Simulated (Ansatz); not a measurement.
Harmonic frequencies (cm⁻¹) at PBE0-D4/def2-TZVP from Ansatz: 120, 223, 366, 406, 444, 567, 585, 646, 721, 814, 866, 948, 2149, 2166, 2257.

Question: Which molecule is it?
A. `C#C[SiH2]C=O`
B. `OC1=C[SiH]1Cl`
C. `Cl[SiH]1[O][GeH2]1`
D. `[SiH3][O][Ge][Cl]`

Answer: C.
